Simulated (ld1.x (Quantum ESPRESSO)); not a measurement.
# Building the TM potential for copper (Cu) (PBE, scalar-relativistic).

* Element: copper (Cu)
* Generator: ld1.x (Quantum ESPRESSO) 7.5
* Type: norm-conserving Troullier–Martins (Kleinman–Bylander form)
* Functional: PBE
* Relativity: scalar-relativistic
* Frozen core: [Ne]
* Valence charge: 19
* Reference configuration: 3s2 3p6 3d8 4s0 4p0 (charge +3)
* Partial waves: 3p (bound): rc 1.20 bohr; 3d (bound): rc 0.70 bohr; 3s (bound): rc 1.05 bohr
* Local potential: the s channel
* Core correction: a·sin(br)/r model core, default radius (core density twice the valence density)

All-electron outer shells of the reference configuration (PBE, scalar-relativistic, ld1.x):

```csv
shell,level (eV),outermost node (bohr),outermost maximum (bohr)
2p,-964.19,–,0.16
3s,-160.69,0.29,0.61
3p,-117.80,0.26,0.62
3d,-48.91,–,0.59
4s,-34.53,0.86,1.84
4p,-26.06,0.92,2.11
```

Question: Estimate the cutoffs (Ry, on a coarse ladder) from which the occupation-weighted sum of valence levels, in a spherical-Bessel basis at the reference potential, stays within 10 and 1 mRy of its value at 400 Ry.

Answer: over 300 Ry and over 300 Ry.

Question: Does the potential have ghost states?

Answer: No extra level below or beside the all-electron valence levels (p, d, s, f tested).

Question: Which valence shell sets the plane-wave cutoff?

Answer: 3d: its level needs over 300 Ry to come within 1 mRy, against 160 Ry for 3s.

Question: Tests: 3s2 3p6 3d10 4s1 4p0; 3s2 3p6 3d10 4s0 4p0; 3s2 3p6 3d9 4s0 4p0; 3s2 3p6 3d9 4s2 4p0; 3s2 3p5 3d10 4s1 4p0; 3s1 3p6 3d10 4s1 4p0; 3s2 3p6 3d10 4s0.5 4p0. Which has the largest error in its energy relative to the reference configuration, and how large is it?

Answer: 3s2 3p6 3d9 4s2 4p0, with +1276 meV (all-electron minus pseudo) on -66.53 eV.
